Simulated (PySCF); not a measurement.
InCl2, SMILES [Cl][In][Cl], multiplicity 2. Atoms are numbered in the order given.

```xyz
3

In     0.0000     0.0000     0.4964
Cl     0.0000     2.0201    -0.7155
Cl     0.0000    -2.0201    -0.7155
```
Charge 0, spin multiplicity 2.

Coordinates come from a r2SCAN-D4/def2-TZVP optimisation. The multiplicity is an assumed one; other spin states were not compared. The isomer is the one that the SMILES or the coordinates give; other isomers of the formula were not compared. The def2 effective core potentials stand for the cores of In; spin–orbit coupling is left out.

These are TDA-CAM-B3LYP/def2-SVPD in PySCF 2.14.0 values and carry that method's errors.

Vertical excitations. Isolated molecule, no solvent.

| state | energy (eV) | λ (nm) | f | main pairs |
|---|---|---|---|---|
| root 1 | 3.04 | 407 | 0.000 | β HOMO→LUMO 97 % |
| root 2 | 3.14 | 395 | 0.000 | β HOMO−1→LUMO 97 % |
| root 3 | 3.41 | 364 | 0.000 | α HOMO→LUMO 16 %, β HOMO−3→LUMO 82 % |
| root 4 | 3.42 | 363 | 0.012 | β HOMO−2→LUMO 96 % |
| root 5 | 3.68 | 337 | 0.058 | α HOMO→LUMO 82 %, β HOMO−3→LUMO 16 % |
| root 6 | 4.19 | 296 | 0.086 | β HOMO−4→LUMO 91 % |
| root 7 | 5.26 | 236 | 0.070 | α HOMO→LUMO+1 82 %, β HOMO−5→LUMO 14 % |
| root 8 | 5.81 | 214 | 0.000 | α HOMO−1→LUMO 97 % |
| root 9 | 5.87 | 211 | 0.000 | α HOMO−2→LUMO 71 %, β HOMO−1→LUMO+1 20 % |
| root 10 | 5.96 | 208 | 0.052 | α HOMO−3→LUMO 54 %, β HOMO−5→LUMO 34 % |
Unrestricted roots are not spin-pure.
